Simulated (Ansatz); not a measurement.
C₁₀H₁₅N₅⁻, that is 1-butyl-3-methylimidazolium dicyanamide with one electron more. Total charge -1; doublet. Geometry r2SCAN-D4/def2-SVP; atoms count from 1.

```csv
atom,x (Å),y (Å),z (Å)
C1,-4.1607,1.3052,-0.8547
C2,-2.7937,1.4190,-0.1910
C3,-1.6403,1.4296,-1.1890
C4,-0.2618,1.5210,-0.5374
N5,-0.0235,0.4318,0.3827
C6,0.8003,0.5395,1.5041
C7,1.3484,-0.6793,1.7595
N8,0.9200,-1.5573,0.7824
C9,1.2571,-2.9442,0.6831
C10,-0.0034,-0.9164,-0.0791
H11,-4.3467,2.1454,-1.5467
H12,-4.9788,1.2956,-0.1154
H13,-4.2353,0.3751,-1.4436
H14,-2.7509,2.3373,0.4262
H15,-2.6384,0.5758,0.5039
H16,-1.6851,0.5127,-1.8048
H17,-1.7497,2.2768,-1.8926
H18,0.5355,1.5308,-1.3093
H19,-0.1844,2.4617,0.0372
H20,0.9308,1.4865,2.0245
H21,2.0468,-0.9958,2.5317
H22,1.4893,-3.1992,-0.3671
H23,0.4255,-3.6032,1.0130
H24,2.1605,-3.1404,1.2790
H25,0.2027,-1.0387,-1.1621
N26,4.3725,-2.1009,1.6775
C27,4.3462,-1.3414,0.7695
N28,4.4477,-0.4977,-0.2141
C29,3.4756,-0.0506,-0.9581
N30,2.6938,0.4215,-1.7091
```

The highest occupied level of the relaxed charge -1 doublet lies above zero (up to 0.43 eV). By energy differences its removal costs 0.25 eV (each at its own geometry, to the charge 0 singlet, at PBE0-D4/def2-SVP); self-interaction error and the lack of diffuse functions both raise the level.

(1) Estimate the Mulliken populations of the heavy atoms from the PBE0/def2-SVP orbitals of Ansatz.

(2) Where does the spin sit?

(3) And the Mayer bond orders between bonded heavy atoms (over 0.3)?

Results:

(1) 
```tsv
atom	charge (e)	spin (α − β)
C1	-0.06	0.00
C2	-0.10	0.00
C3	-0.08	0.00
C4	0.13	0.00
N5	-0.36	0.16
C6	0.03	0.05
C7	0.08	-0.02
N8	-0.36	0.16
C9	0.09	-0.02
C10	0.09	0.57
N26	-0.19	0.00
C27	-0.11	0.00
N28	-0.32	0.00
C29	-0.11	0.00
N30	-0.16	0.00
```
Mulliken values and Mayer orders depend strongly on the basis.

(2) Summed by element: C 0.58, N 0.32, H 0.10, of 1 unpaired in all. Largest on single atoms: C10 0.57, N5 0.16, N8 0.16.

(3) C1–C2 1.09 (1.52 Å); C2–C3 1.05 (1.53 Å); C3–C4 1.08 (1.53 Å); C4–N5 0.99 (1.45 Å); N5–C6 1.10 (1.40 Å); N5–C10 1.07 (1.43 Å); C6–C7 1.64 (1.36 Å); C7–N8 1.13 (1.38 Å); N8–C9 1.00 (1.43 Å); N8–C10 1.08 (1.42 Å); N26–C27 2.71 (1.18 Å); C27–N28 1.43 (1.30 Å); N28–C29 1.39 (1.30 Å); C29–N30 2.76 (1.18 Å).
